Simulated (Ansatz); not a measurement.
The cluster Li7H7. Total charge 0; singlet. Geometry PBE-D4/def2-TZVP, basis def2-TZVP, Ansatz.

```
atom    x (Å)    y (Å)    z (Å)
 Li1   1.8252  -0.9417   1.3483
 Li2   1.0543   1.1336  -0.5078
 Li3  -0.1612  -2.0147  -0.2700
 Li4  -2.6542  -0.1420  -0.3059
 Li5  -1.6721   2.1018  -0.4318
 Li6  -0.4029   0.0509   1.5320
 Li7  -0.9746   0.5429  -2.2295
  H8   0.2865  -1.7410   1.5255
  H9   1.3221   0.7063   1.1856
 H10   2.7758  -1.6738  -0.1916
 H11  -0.1604   2.0028  -1.3843
 H12  -1.8597   0.8960   0.9578
 H13   3.2264  -1.9625   0.3695
 H14  -2.6052   1.0413  -1.5980
```

| run | HOMO (eV) | LUMO (eV) |
| --- | --- | --- |
| A | -2.73 | -1.51 |
| B | -3.26 | -1.17 |
| C | -2.93 | -1.31 |
| D | -2.79 | -1.74 |

In the singlet, H10 and H13 lie 0.78 Å apart (atoms count from 1), so H2 has formed as a molecule. Another isomer (singlet) lies 2.01 eV lower at PBE0-D4/def2-TZVP; other spin states weren't run for this one.

The runs used PBE, PBE0, r2SCAN, r2SCANh. Estimate which is which.

A r2SCAN (0 % exact exchange); B PBE0 (25 % exact exchange); C r2SCANh (10 % exact exchange); D PBE (0 % exact exchange). Exact exchange lowers occupied and raises empty levels; among semilocal functionals meta-GGAs tend to open the gap a little, and such runs are hard to tell apart. The gap grows from 1.05 eV (PBE) to 2.09 eV (PBE0). The restricted singlet is unstable towards broken spin symmetry in Hartree–Fock (as tested in another run); at r2SCAN-D4/def2-TZVP, PBE0-D4/def2-TZVP, r2SCANh-D4/def2-TZVP, PBE-D4/def2-TZVP this wasn't settled.
